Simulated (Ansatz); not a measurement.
Isolated molecules relaxed with PBE0-D4/def2-TZVP in Ansatz; ΔE leaves out vibrations. CBS: MP2 limit from def2 TZ/QZ plus the TZ coupled-cluster correction, frozen cores. This one scheme is used for every species. Functionals use def2-TZVPP. B3LYP here is the variant with VWN-RPA as its local correlation; programs differ in this. One conformer a species, not always the lowest.

Consider the ligand exchange at the Si–O bond: `CO[SiH](Cl)OC` + `O[SiH3]` → `CO[SiH](Cl)O[SiH3]` + CH₃OH.

```tsv
level	ΔE (kcal/mol)	difference from CCSD(T)/CBS
B3LYP-D4	-5.4	-0.1
ωB97M-V	-4.8	0.5
PBE	-4.0	1.3
r2SCAN	-4.4	0.9
PBE0	-4.6	0.7
B3LYP	-4.8	0.5
HF/def2-TZVPP	-6.3	-1.0
MP2/def2-TZVPP	-4.8	0.5
SCS-MP2/def2-TZVPP	-5.1	0.2
CCSD/def2-TZVPP	-5.4	-0.1
CCSD(T)/def2-TZVPP	-5.1	0.2
HF/def2-QZVPP	-6.5	-1.2
MP2/def2-QZVPP	-5.0	0.3
SCS-MP2/def2-QZVPP	-5.3	0.0
MP2/CBS(def2)	-5.0	0.3
CCSD/CBS(def2)	-5.5	-0.2
CCSD(T)/CBS	-5.3	0
```

Largest T1 diagnostic among the species: 0.011.

In def2-TZVPP, CCSD(T) changes the Hartree–Fock value by +1.1 kcal/mol (the triples alone add +0.2 kcal/mol) and MP2 by +1.5 kcal/mol.
